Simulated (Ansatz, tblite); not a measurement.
Removing an electron: Al4H7⁻ (the lowest singlet isomer of a short search). Charge -1, multiplicity 1. Geometry: PBE0-D4/def2-SVPD. Ansatz, gas phase; energy differences of separate SCF runs; the oxidised species was run as a doublet alone.

```xyz
11

Al   -0.3947   -0.2813   -0.1450
Al    3.5133    2.7410    0.7553
Al    1.3204    1.4154    0.4006
Al   -2.6191   -1.6800   -0.3961
H     0.7323    0.5073   -1.1521
H    -2.5964   -2.6722    0.8854
H     2.7074    1.3362    1.5292
H    -2.4177   -2.4362   -1.8181
H     0.9339   -0.2865    0.9588
H    -3.8292   -0.6041   -0.3883
H     2.6499    1.9605   -0.6298
```

The xTB rows come from tblite. The structure comes from a short search, and lower isomers may exist.

Task: Estimate orbital energies and vertical ionisation energies at: GFN1-xTB; GFN2-xTB; PBE-D4/def2-TZVPD; r2SCAN-D4/def2-TZVPD; PBE0-D4/def2-TZVPD.

Result: 
```tsv
level	−HOMO (eV)	vertical IE (eV)	−LUMO (eV)	HOMO–LUMO gap (eV)	remarks
GFN1-xTB	4.97	7.25	1.62	3.35	–
GFN2-xTB	3.02	5.83	2.31	0.71	–
PBE-D4/def2-TZVPD	1.36	3.45	-0.20	1.56	–
r2SCAN-D4/def2-TZVPD	1.53	3.40	-0.18	1.71	spin-contaminated (⟨S²⟩ 0.83) (doublet)
PBE0-D4/def2-TZVPD	2.03	3.41	-0.74	2.78	–
```

  Raw xTB energy differences between charge states are shifted by several eV; the methods need an empirical correction for them.
